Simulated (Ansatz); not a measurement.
Cost and result for the atomization energy of C$_{2}$H$_{5}$GaO (`C=C[O][GaH2]`) (9 atoms, 8 bonds).

```xyz
9

C    -1.447   -0.219   -0.393
C    -0.775    0.728    0.256
O     0.542    0.973    0.176
Ga    1.834   -0.282    0.128
H    -0.960   -0.908   -1.075
H    -2.516   -0.311   -0.255
H    -1.296    1.424    0.913
H     3.219    0.335   -0.211
H     1.399   -1.740    0.460
```

Charge 0, multiplicity 1. Correlated methods include outer-core shells of Ga, which these sets cover unevenly. Scalar relativity is left out up to krypton. The geometry is a stationary point of PBE0-D4/def2-TZVP. It is one conformer, not always the lowest. Program: Ansatz. All runs use 2 threads of an Arm Neoverse V2 on a shared host. Times are those of one run each, without the atoms' runs, and a repeat can differ threefold. Electronic energies, without spin–orbit coupling; frozen cores. CCSD(T)/CBS adds CCSD(T) − MP2 in def2-TZVPP to the MP2 limit, and its time is that of the two runs behind it. T1 = 0.015. With those shells the extrapolation isn't a true limit.

CCSD(T)/CBS is a level of theory with its own doubt, some kJ/mol a heavy atom from the limit and from the frozen cores, so smaller differences don't rank the functionals.

| level | functions | wall time |
| --- | --- | --- |
| LDA (SPW92)/def2-TZVPP | 211 | 1.4 s |
| BLYP-D4/def2-TZVPP | 211 | 2.3 s |
| PBE0-D4/def2-TZVPP | 211 | 3.2 s |
| CAM-B3LYP-D4/def2-TZVPP | 211 | 3.7 s |
| r2SCAN-D4/def2-TZVPP (with forces) | 211 | 6 s |
| r2SCANh-D4/def2-TZVPP | 211 | 6 s |
| B2PLYP/def2-TZVPP | 211 | 6 s |
| PBE-QIDH/def2-TZVPP | 211 | 6 s |
| CCSD(T)/def2-SVP | 99 | 6 s |
| ωB97M-V/def2-TZVPP (with forces) | 211 | 13 s |
| MP2/def2-QZVPP | 410 | 23 s |
| CCSD(T)/def2-TZVPP | 211 | 120 s |
| CCSD(T)/CBS(def2) | – | 2.3 min |

(1) What atomization energy does each give, and how far from CCSD(T)/CBS? (Best estimate.)

Answers

(1) The calculation gave: 
```csv
level,atomization (kJ/mol),difference from CCSD(T)/CBS,per bond
LDA (SPW92)/def2-TZVPP,3711.5,487.3,60.9
BLYP-D4/def2-TZVPP,3213.5,-10.7,-1.3
PBE0-D4/def2-TZVPP,3218.1,-6.1,-0.8
CAM-B3LYP-D4/def2-TZVPP,3233.3,9.1,1.1
r2SCAN-D4/def2-TZVPP (with forces),3237.1,12.9,1.6
r2SCANh-D4/def2-TZVPP,3211.9,-12.3,-1.5
B2PLYP/def2-TZVPP,3188.5,-35.7,-4.5
PBE-QIDH/def2-TZVPP,3202.4,-21.8,-2.7
CCSD(T)/def2-SVP,3072.8,-151.4,-18.9
ωB97M-V/def2-TZVPP (with forces),3220.0,-4.2,-0.5
MP2/def2-QZVPP,3250.6,26.4,3.3
CCSD(T)/def2-TZVPP,3155.4,-68.8,-8.6
CCSD(T)/CBS(def2),3224.2,0.0,0.0
```

From PBE to PBE0 (25 % exact exchange), in def2-TZVPP and without D4, the atomization energy moves by −64.7 kJ/mol: exact exchange takes away binding that semilocal exchange gives to molecules. At CCSD(T), def2-SVP lies −151.4 kJ/mol from the extrapolated value and def2-TZVPP −68.9 kJ/mol: correlation converges slowly with the basis, and small sets miss more of it in the bonded molecule than in its fragments. The D4 term adds +26.8 kJ/mol with B3LYP and +13.9 kJ/mol with PBE0; it sums over pairs of atoms, weighted by their polarisabilities, and B3LYP, whose exchange is more repulsive, gets the larger term.

B3LYP here is the variant with VWN-RPA as its local correlation; programs differ in this.
